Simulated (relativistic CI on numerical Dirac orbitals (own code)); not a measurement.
**Re²⁸⁺: computed level list**

Calculated at this level of theory: Dirac-Coulomb-Breit CI, orbitals from a KLI potential per configuration, model QED, unscaled Slater integrals (own radial code, finite nucleus).

CI space (outside the closed core [Ar] 3d10): 4s²4p⁶4d¹⁰4f, 4s²4p⁶4d⁹4f², 4s²4p⁶4d¹⁰5s, 4s²4p⁶4d¹⁰5p, 4s²4p⁵4d¹⁰4f², 4s²4p⁶4d¹⁰5d, 4s4p⁶4d¹⁰4f², 4s²4p⁶4d⁹4f5s, 4s²4p⁶4d¹⁰5f, 4s²4p⁶4d⁹4f5p, 4s²4p⁶4d¹⁰6s, 4s²4p⁶4d¹⁰5g, 4s²4p⁶4d¹⁰6p, 4s²4p⁶4d¹⁰6d, 4s²4p⁵4d¹⁰4f5s, 4s²4p⁶4d¹⁰6f, 4s²4p⁶4d⁹4f5f, 4s²4p⁶4d¹⁰7s, 4s²4p⁶4d¹⁰7p, 4s4p⁶4d¹⁰5s², 4s²4p⁶4d⁹4f6p, 4s²4p⁶4d¹⁰8s. Double excitations out of closed p, d and f shells are left out; levels of such configurations are missing from the list, as are those of other unlisted configurations, and high levels can miss mixing partners.

The lowest level is 4s²4p⁶4d¹⁰4f ²F°5/2, with 100 % of that term; Hund's rules for 4s²4p⁶4d¹⁰4f give ²F° with J = 5/2, in agreement.

```
No.  Configuration  Term     J   E (eV)    %  Lifetime (s)      jj configuration (%)
  1   4s²4p⁶4d¹⁰4f   ²F°   5/2    0.000  100                             4f5/2 (100)
  2   4s²4p⁶4d¹⁰4f   ²F°   7/2    4.009  100      2.57e-03               4f7/2 (100)
  3   4s²4p⁶4d¹⁰5s    ²S   1/2  152.562   99      3.27e-03                   5s (99)
  4     4d⁹4f²(3H)    ⁴F   3/2  195.816   93      9.16e-09      4d5/2^5 4f5/2^2 (80)
  5     4d⁹4f²(3H)    ⁴F   5/2  196.423   64      1.09e-07      4d5/2^5 4f5/2^2 (82)
  6     4d⁹4f²(3H)    ⁴F   7/2  198.355   48      5.36e-09      4d5/2^5 4f5/2^2 (56)
  7   4s²4p⁶4d¹⁰5p   ²P°   1/2  198.943  100      6.45e-11               5p1/2 (100)
  8   4s²4p⁶4d⁹4f²    ²G   7/2  200.832   27      9.92e-10  4d5/2^5 4f5/2 4f7/2 (63)
  9     4d⁹4f²(3F)    ⁴F   9/2  201.178   43      8.55e-09  4d5/2^5 4f5/2 4f7/2 (73)
 10     4d⁹4f²(3H)    ⁴K  13/2  201.398   44      2.44e+01      4d5/2^5 4f5/2^2 (94)
 11     4d⁹4f²(3F)    ⁴D   5/2  201.967   36      9.68e-10      4d5/2^5 4f5/2^2 (77)
 12     4d⁹4f²(1G)    ²G   9/2  202.310   34      1.93e-06      4d5/2^5 4f5/2^2 (72)
 13     4d⁹4f²(1G)    ²F   5/2  202.927   40      1.90e-10  4d5/2^5 4f5/2 4f7/2 (70)
 14     4d⁹4f²(3H)    ⁴K  15/2  203.347   76      9.20e-03  4d5/2^5 4f5/2 4f7/2 (99)
 15     4d⁹4f²(3F)    ⁴D   3/2  203.459   58      1.39e-09      4d5/2^5 4f5/2^2 (60)
 16     4d⁹4f²(3H)    ⁴H  11/2  203.605   31      2.12e-03      4d5/2^5 4f5/2^2 (67)
 17     4d⁹4f²(3P)    ⁴D   7/2  203.817   41      4.51e-08  4d5/2^5 4f5/2 4f7/2 (82)
 18     4d⁹4f²(3F)    ⁴G  11/2  204.540   47      2.50e-04  4d5/2^5 4f5/2 4f7/2 (61)
 19     4d⁹4f²(3H)    ⁴G   7/2  204.782   35      2.95e-09      4d5/2^5 4f5/2^2 (49)
 20     4d⁹4f²(3H)    ⁴K  17/2  204.963   91      1.94e-02      4d5/2^5 4f7/2^2 (59)
 21     4d⁹4f²(3F)    ⁴D   1/2  205.084   60      3.47e-05      4d5/2^5 4f5/2^2 (51)
 22     4d⁹4f²(3F)    ⁴H  13/2  205.459   62      1.07e-02  4d5/2^5 4f5/2 4f7/2 (85)
 23     4d⁹4f²(3F)    ⁴D   5/2  206.036   30      1.26e-09  4d5/2^5 4f5/2 4f7/2 (85)
 24     4d⁹4f²(3F)    ⁴G   9/2  206.648   45      3.69e-09  4d5/2^5 4f5/2 4f7/2 (75)
 25     4d⁹4f²(3H)    ²H   9/2  206.995   37      4.52e-07  4d5/2^5 4f5/2 4f7/2 (76)
 26     4d⁹4f²(1G)    ²F   7/2  207.656   36      7.70e-10      4d5/2^5 4f7/2^2 (68)
 27     4d⁹4f²(3F)    ⁴G  11/2  207.722   25      4.23e-04  4d5/2^5 4f5/2 4f7/2 (88)
 28     4d⁹4f²(3H)    ⁴I  13/2  207.870   43      1.14e-03  4d5/2^5 4f5/2 4f7/2 (98)
 29     4d⁹4f²(1G)    ²D   3/2  208.050   71      4.38e-10  4d5/2^5 4f5/2 4f7/2 (71)
 30     4d⁹4f²(3F)    ⁴P   1/2  208.496   57      2.81e-05  4d5/2^5 4f5/2 4f7/2 (71)
 31     4d⁹4f²(3F)    ²H   9/2  208.711   41      8.02e-09      4d5/2^5 4f5/2^2 (61)
 32     4d⁹4f²(1G)    ²I  13/2  209.752   63      9.21e-04      4d5/2^5 4f7/2^2 (82)
 33     4d⁹4f²(3F)    ⁴G   5/2  209.870   28      4.75e-11  4d5/2^5 4f5/2 4f7/2 (56)
 34     4d⁹4f²(3H)    ⁴G  11/2  209.897   57      5.05e-05  4d5/2^5 4f5/2 4f7/2 (52)
 35     4d⁹4f²(1I)    ²L  17/2  209.942   91      2.11e-03  4d5/2^5 4f5/2 4f7/2 (59)
 36     4d⁹4f²(1D)    ²F   7/2  210.102   46      1.34e-10  4d5/2^5 4f5/2 4f7/2 (42)
 37     4d⁹4f²(3H)    ⁴I  15/2  210.221   78      2.01e-03      4d5/2^5 4f7/2^2 (76)
 38     4d⁹4f²(3F)    ²D   3/2  210.370   39      1.05e-10  4d5/2^5 4f5/2 4f7/2 (71)
 39     4d⁹4f²(1G)    ²G   9/2  211.019   61      5.37e-11  4d5/2^5 4f5/2 4f7/2 (58)
 40     4d⁹4f²(1G)    ²H  11/2  211.227   58      9.55e-05      4d5/2^5 4f7/2^2 (82)
 41     4d⁹4f²(1I)    ²G   7/2  212.120   27      1.01e-10  4d5/2^5 4f5/2 4f7/2 (87)
 42     4d⁹4f²(1G)    ²G   9/2  212.226   28      9.35e-11  4d5/2^5 4f5/2 4f7/2 (47)
 43     4d⁹4f²(1D)    ²D   5/2  212.509   44      1.89e-10      4d5/2^5 4f7/2^2 (66)
 44     4d⁹4f²(3H)    ²H  11/2  212.745   33      1.13e-04  4d5/2^5 4f5/2 4f7/2 (61)
 45     4d⁹4f²(3F)    ⁴P   3/2  212.876   31      2.78e-10      4d5/2^5 4f7/2^2 (74)
```

Energies count from the lowest computed level; ° marks odd parity; lifetimes are radiative, by E1, M1, E2, M2, E3 decay to levels of this space only. Percentages are summed over parent terms; the parents shown are those of the largest component, closed shells are left out there. Filled j subshells are mostly left out of the jj labels.

The mean weight of the leading LS term, summed over parents, in these 45 levels is 53 %, and that of the leading jj configuration (from the same eigenvectors) 73 %, so jj coupling describes them better and the LS labels are nominal.

At this charge energies of transitions that change n are usually good to better than 1 %, and those within a shell (Δn = 0) to a few per cent.

LS names give the leading component of a level, which can be under half, so a name can repeat, a term be missing and a line seem to break the LS rules.
